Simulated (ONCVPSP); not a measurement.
## Which setting gave this result? (Cu, ONCV)

Base potential:

Cu (Z = 29), optimised norm-conserving Vanderbilt (ONCV), made with ONCVPSP 4.0.1 (PBEsol, scalar-relativistic). Core [Ar], reference 3d10 4s0.5 4p0.5. Waves: 4s: rc 2.10 bohr, ncon 4, nbas 8, qcut 3.4 1/bohr, 1 projector; 4p: rc 3.90 bohr, ncon 4, nbas 8, qcut 1.8 1/bohr, 2 projectors, debl 3.1 Ha; 3d: rc 1.45 bohr, ncon 5, nbas 10, qcut 12.4 1/bohr, 2 projectors, debl 1.7 Ha. Local part: polynomial inside 1.00 bohr (lpopt 5, dvloc0 2 Ha). Core correction: none.

Cutoffs, loose and tight: the cutoffs (Ha) at which the residual kinetic energy of the hardest occupied pseudo-wave falls to 1 and 0.1 mHa per electron. They do not see the model core or the augmentation charge, which bear on the density cutoff. Test errors are all-electron minus pseudo excitation energies from the reference, over the configurations 3d10 4s1 4p0; 3d10 4s0 4p0; 3d9 4s0 4p0; 3d10 4s0.5 4p0; variants that change the core or the reference have their own tests.

Only the scale of all radii (base = 1) is moved:

```csv
scale of all radii (base = 1),"cutoff, loose","cutoff, tight",bound ghosts,largest test error (meV)
0.79,71 Ha,139 Ha,s,-3.5 over the solved tests; 1 of 4 tests not solved or not reliable
0.87,65 Ha,73 Ha,s,-0.6 over the solved tests; 2 of 4 tests not solved or not reliable
0.94,62 Ha,69 Ha,s,-2.1 over the solved tests; 1 of 4 tests not solved or not reliable
1.09,53 Ha,60 Ha,s,+2.6 over the solved tests; 1 of 4 tests not solved or not reliable
1.14,50 Ha,56 Ha,s,+4.8 over the solved tests; 1 of 4 tests not solved or not reliable
1.25,41 Ha,46 Ha,none,+11 over the solved tests; 1 of 4 tests not solved or not reliable
1.33,35 Ha,54 Ha,none,+16 over the solved tests; 1 of 4 tests not solved or not reliable
```

**Question.** One more run gave cutoff, loose: 58 Ha; cutoff, tight: 65 Ha; bound ghosts: s; largest test error (meV): -0.8 over the solved tests; 1 of 4 tests not solved or not reliable. Which value of the scale of all radii (base = 1) was used?

**Answer.** 1.01. The loose cutoff moves one way along this sweep, from 71 Ha at 0.79 to 35 Ha at 1.33, which places the run between 0.94 and 1.09.
